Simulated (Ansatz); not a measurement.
Consider the atomization: `Br[SiH]1CCO1` → Br• + 2 C• + 5 H• + O• + Si•.

Isolated molecules relaxed with PBE0-D4/def2-TZVP in Ansatz; ΔE leaves out vibrations. CCSD(T)/CBS adds triple-zeta CCSD(T) − MP2 to the extrapolated MP2 energy (def2 sets, frozen cores). This one scheme is used for every species, atoms too. No spin–orbit coupling; open shells (•) take unrestricted orbitals. Spin–orbit coupling would lower the free atoms: a little for C, O, Si; clearly for Br. For Br outer-core shells are correlated without core-valence functions, so the limit isn't a true one: a few kJ/mol of doubt a bond, and 10 to 20 or more in all where bonds break to atoms. Scalar relativity is left out up to krypton.

`Br[SiH]1CCO1`:

```xyz
10

Br   -2.365   -1.651   -0.793
Si   -0.270   -1.129   -0.290
C     0.262    0.618   -0.662
C     0.290    0.720    0.880
O    -0.052   -0.637    1.275
H     0.535   -2.304   -0.691
H     1.238    0.730   -1.132
H    -0.459    1.269   -1.151
H    -0.453    1.412    1.281
H     1.273    0.972    1.283
```

```json
{"species": "`Br[SiH]1CCO1`", "MP2/def2-TZVPP energy (Eh)": "-3015.96632"}
{"species": "Br•", "MP2/def2-TZVPP energy (Eh)": "-2572.64331"}
{"species": "C•", "MP2/def2-TZVPP energy (Eh)": "-37.75859"}
{"species": "H•", "MP2/def2-TZVPP energy (Eh)": "-0.49981"}
{"species": "O•", "MP2/def2-TZVPP energy (Eh)": "-74.95729"}
{"species": "Si•", "MP2/def2-TZVPP energy (Eh)": "-288.90688"}
```

(1) Work out ΔE.

Largest T1 diagnostic among the species: 0.012.

Answers

(1) ΔE = 5 × (-0.49981) + 2 × (-37.75859) + (-2572.64331) + (-74.95729) + (-288.90688) − (-3015.96632) = 1.44261 Eh = +3787.6 kJ/mol. CCSD(T)/CBS gives +3812.3 kJ/mol.

From PBE to PBE0 (25 % exact exchange), in def2-TZVPP and without D4, ΔE moves by −56.8 kJ/mol: exact exchange takes away binding that semilocal exchange gives to molecules. The D4 term adds +39.1 kJ/mol with B3LYP and +20.4 kJ/mol with PBE0; it sums over pairs of atoms, weighted by their polarisabilities, and B3LYP, whose exchange is more repulsive, gets the larger term.

B3LYP here is the variant with VWN-RPA as its local correlation; programs differ in this.

For atomizations the MP2-based limit and the directly extrapolated one differ by several kJ/mol either way, and by 10 to 25 for some Ge, Se and Sn compounds, so smaller differences from it don't rank the levels.
